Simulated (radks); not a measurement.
Neutral praseodymium: order these configurations by energy. All-electron calculation, scalar-relativistic Kohn-Sham, BLYP, spin-polarised, spherical densities, finite nucleus; Fermi nuclear charge, rms radius of each element as measured or else 0.836 A^(1/3) + 0.57 fm. Program: a radial shooting solver on a logarithmic mesh with Libxc functionals. Open shells are filled with parallel spins first. [Xe] 4f2 5d1 6s2; [Xe] 4f2 6s2 6p1; [Xe] 4f3 5d1 6s1; [Xe] 4f3 6s1 6p1; [Xe] 4f3 6s2.

Answer. From the lowest, in eV above it: [Xe] 4f3 6s2 0.000; [Xe] 4f3 5d1 6s1 1.118; [Xe] 4f2 5d1 6s2 1.486; [Xe] 4f3 6s1 6p1 1.901; [Xe] 4f2 6s2 6p1 3.862.
